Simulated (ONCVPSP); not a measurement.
# How hard is this O (Z = 8) ONCV potential?

| Property | Result |
| --- | --- |
| Element | oxygen |
| Generator | ONCVPSP 4.0.1 |
| Type | optimised norm-conserving Vanderbilt (ONCV) |
| Functional | LDA (Perdew-Wang 92) |
| Relativity | scalar-relativistic |
| Frozen core | [He] |
| Valence charge | 6 |
| Reference configuration | 2s2 2p3.5 (charge +0.5) |
| Partial waves | 2s: rc 0.90 bohr, ncon 4, nbas 9, qcut 9.1 1/bohr, 2 projectors, debl 1.7 Ha; 2p: rc 1.25 bohr, ncon 3, nbas 6, qcut 10.8 1/bohr, 2 projectors, debl 0.5 Ha |
| Local potential | polynomial inside 0.85 bohr (lpopt 4, dvloc0 2 Ha) |
| Core correction | Teter function, parameters optimised by the program |

In the p channel the program set the typed energies aside and used -0.604, 0.250 Ha.

Q: For each optimised wave give the share of its norm inside rc, the residual kinetic energy above qcut (Ha) and the cutoffs (Ha) for errors of 10, 1, 0.1 and 0.01 mHa per electron.

A:

```tsv
wave	norm inside rc	residual KE	10 mHa	1 mHa	0.1 mHa	0.01 mHa
2s	0.375	2.7e-04	25.1	35.6	73.4	277.4
s projector 2	0.087	1.1e-04	19.9	32.4	42.5	140.4
2p	0.628	9.4e-07	29.8	39.0	46.3	52.0
p projector 2	0.100	3.6e-07	24.8	35.5	44.1	50.8
```

The occupied waves need 39 Ha and 73 Ha for 1 and 0.1 mHa.
